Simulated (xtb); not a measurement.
F₅Sb (SMILES [F][Sb]([F])([F])([F])[F]), singlet, from a rough starting geometry; GFN2-xTB (xtb 6.7.1).

The xtb input:
```
$ xtb mol.xyz --gfn 2 --opt vtight --json

# file mol.xyz
6

Sb     0.04718873    -0.01047937    -0.01274343
F      1.27498843    -0.76133285     1.19795411
F     -1.29945609     0.74405486    -1.18073740
F      0.24604336     1.69452833     0.81546409
F      1.05670725    -0.49729013    -1.48533851
F     -1.35140605    -1.27013659     0.64968130
```

Q: Predict the main parts of the log of this xtb run.

A: 
```
   ID    Z sym.   atoms
    1   51 Sb     1
    2    9 F      2-6

           -------------------------------------------------
          |                Calculation Setup                |
           -------------------------------------------------

           -------------------------------------------------
          |                 G F N 2 - x T B                 |
           -------------------------------------------------

          ...................................................
          :                      SETUP                      :
          :.................................................:
          :  # basis functions                  30          :
          :  # atomic orbitals                  29          :
          :  # shells                           13          :
          :  # electrons                        40          :
          :  max. iterations                   250          :
          :  Hamiltonian                  GFN2-xTB          :
          :  restarted?                      false          :
          :  GBSA solvation                  false          :
          :  PC potential                    false          :
          :  electronic temp.          300.0000000     K    :
          :  accuracy                    1.0000000          :
          :  -> integral cutoff          0.2500000E+02      :
          :  -> integral neglect         0.1000000E-07      :
          :  -> SCF convergence          0.1000000E-05 Eh   :
          :  -> wf. convergence          0.1000000E-03 e    :
          :  Broyden damping             0.4000000          :
          :  net charge                          0          :
          :  unpaired electrons                  0          :
          ...................................................

 iter      E             dE          RMSdq      gap      omega  full diag
   1    -25.8594726 -0.258595E+02  0.780E+00    5.35       0.0  T
   2    -25.9052733 -0.458007E-01  0.561E+00    5.73       1.0  T
   3    -25.9263378 -0.210645E-01  0.264E+00    5.42       1.0  T
   4    -25.9462426 -0.199048E-01  0.581E-01    5.75       1.0  T
   5    -25.9464151 -0.172485E-03  0.337E-01    5.72       1.0  T
   6    -25.9464142  0.837343E-06  0.858E-02    5.74       1.0  T
   7    -25.9464296 -0.153736E-04  0.278E-02    5.74       1.5  T
   8    -25.9464296 -0.246820E-07  0.535E-03    5.74       7.6  T
   9    -25.9464297 -0.644150E-07  0.148E-03    5.74      27.7  T
[...]
 * total energy  :   -25.9384339 Eh     change       -0.1812944E-02 Eh
 * total energy  :   -25.9390939 Eh     change       -0.6600135E-03 Eh
 * total energy  :   -25.9391499 Eh     change       -0.5600907E-04 Eh
 * total energy  :   -25.9391592 Eh     change       -0.9292851E-05 Eh
 * total energy  :   -25.9391607 Eh     change       -0.1550527E-05 Eh
 * total energy  :   -25.9391614 Eh     change       -0.6831887E-06 Eh
 * total energy  :   -25.9391623 Eh     change       -0.8921026E-06 Eh
 * total energy  :   -25.9391636 Eh     change       -0.1320267E-05 Eh
 * total energy  :   -25.9391654 Eh     change       -0.1800927E-05 Eh
 * total energy  :   -25.9391663 Eh     change       -0.8523997E-06 Eh
 * total energy  :   -25.9391665 Eh     change       -0.2336869E-06 Eh
 * total energy  :   -25.9391666 Eh     change       -0.9176963E-07 Eh
   *** GEOMETRY OPTIMIZATION CONVERGED AFTER 13 ITERATIONS ***
         :: total energy             -25.939166615458 Eh    ::
[...]
     1  51 Sb       3.604     0.620   342.593    35.236
     2   9 F        0.721    -0.133    10.569     3.839
     3   9 F        0.721    -0.132    10.569     3.839
     4   9 F        0.721    -0.118    10.435     3.815
     5   9 F        0.721    -0.118    10.435     3.815
     6   9 F        0.721    -0.118    10.434     3.814

 Mol. C6AA /au·bohr⁶  :       1151.528961
 Mol. C8AA /au·bohr⁸  :      64679.535950
 Mol. α(0) /au        :         54.358397

Wiberg/Mayer (AO) data.
largest (>0.10) Wiberg bond orders for each atom

 ---------------------------------------------------------------------------
     #   Z sym  total        # sym  WBO       # sym  WBO       # sym  WBO
 ---------------------------------------------------------------------------
     1  51 Sb   4.725 --     4 F    0.966     5 F    0.966     6 F    0.964
                             3 F    0.914     2 F    0.914
     2   9 F    1.321 --     1 Sb   0.914     6 F    0.129     5 F    0.128
                             4 F    0.128
     3   9 F    1.321 --     1 Sb   0.914     6 F    0.129     5 F    0.128
                             4 F    0.128
     4   9 F    1.338 --     1 Sb   0.966     2 F    0.128     3 F    0.128
     5   9 F    1.338 --     1 Sb   0.966     2 F    0.128     3 F    0.128
     6   9 F    1.339 --     1 Sb   0.964     2 F    0.129     3 F    0.129
 ---------------------------------------------------------------------------

Topologies differ in total number of bonds
Writing topology from bond orders to xtbtopo.mol

molecular dipole:
                 x           y           z       tot (Debye)
 q only:       -0.002      -0.002       0.000
   full:       -0.003      -0.004       0.001       0.013
molecular quadrupole (traceless):
                xx          xy          yy          xz          yz          zz
 q only:       -0.214       0.425       0.293      -0.683       0.422      -0.080
  q+dip:       -0.392       0.780       0.538      -1.254       0.774      -0.147
   full:       -0.570       1.115       0.777      -1.802       1.123      -0.207

optimized geometry written to: xtbopt.xyz

           -------------------------------------------------
          | TOTAL ENERGY              -25.939166615458 Eh   |
          | GRADIENT NORM               0.000040435542 Eh/α |
          | HOMO-LUMO GAP               6.337611804543 eV   |
           -------------------------------------------------

normal termination of xtb
```
